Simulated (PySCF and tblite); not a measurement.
Values are calculated unless marked as measured or tabulated.
## Barrier and rate of a rotation

System: C₃H₉As, numbered as in [CH3:1][CH2:2][AsH:3][CH3:4].

Motion: rotation about the C2–As3 bond (torsion C1–C2–As3–C4 from 167° to 282°, rising). Geometries: GFN2-xTB; energies: PBE0/pcSseg-1 + D3(BJ); zero-point and thermal terms from GFN2-xTB harmonic modes (soft modes blended into free rotors). Rates follow Eyring's equation with the number of equivalent paths and no tunnelling. Programs: tblite and PySCF.

| point | symmetry | E(GFN2) kcal/mol | E(DFT) kcal/mol | ZPE change kcal/mol | lowest mode cm⁻¹ | dipole D |
| --- | --- | --- | --- | --- | --- | --- |
| start | C1 | 0.0 | 0.0 | 0.00 | 68 | 1.11 |
| saddle | C1 | 1.6 | 1.7 | 0.00 | 76i | 1.09 |
| end | C1 | 0.1 | 0.0 | 0.06 | 74 | 1.11 |

- Electronic barrier: 1.7 kcal/mol
- Barrier with zero-point energy: 1.7 kcal/mol
- ΔH‡ (298 K): 1.1 kcal/mol
- ΔS‡ (298 K, symmetry apart): -3.8 cal/(mol K)
- Paths: 1 equivalent path
- End point: a different minimum
- Mean lifetime of the start against this motion at 298 K: 7.4 ps
- Cost: 41 s on 1 thread of Intel Xeon @ 2.60GHz, shared host (rough), peak memory 0.79 GiB, launched as `OMP_NUM_THREADS=1 python ens_run.py task.json out`

```
T/K  ΔG‡ kcal/mol     k s⁻¹  ΔG kcal/mol  k back s⁻¹
150           1.9   5.4×10⁹          0.1     7.2×10⁹
200           2.0  2.7×10¹⁰          0.1    3.4×10¹⁰
250           2.1  7.1×10¹⁰          0.1    8.7×10¹⁰
298           2.3  1.4×10¹¹          0.1    1.6×10¹¹
350           2.4  2.2×10¹¹          0.1    2.7×10¹¹
400           2.6  3.3×10¹¹          0.1    3.8×10¹¹
500           2.9  5.6×10¹¹          0.1    6.4×10¹¹
```

ΔG and ΔG‡ leave out symmetry numbers and mirror images; rates count paths: 1 out, 1 back.

The barrier is low, and the GFN2-xTB saddle may lie off the DFT one, so take it as rough. Spin–orbit effects of heavy atoms on shieldings are missing.
